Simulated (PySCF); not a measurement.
Stepwise substitution at one centre (In CH3-H). All species are isolated molecules in the gas phase. Strings in code marks are SMILES.

Quantity: vertical ionisation energy (energy after one electron is removed minus that of the parent at the parent's geometry), in eV.

Case: `[CH3][InH2]`. Geometry of `[CH3][InH2]` (neutral, multiplicity 1, Å):

```xyz
7

C     -1.0128    -0.0968     0.0553
In     1.1464     0.1278    -0.0636
H     -1.5198     0.8657     0.0658
H     -1.2794    -0.6428     0.9610
H     -1.3760    -0.6771    -0.7935
H      1.8837     1.7107    -0.0706
H      2.1581    -1.2942    -0.1511
```

Problem. What vertical ionisation energy (energy after one electron is removed minus that of the parent at the parent's geometry) does M06-2X/def2-TZVP (PySCF) give?

Solution. 9.77 eV.
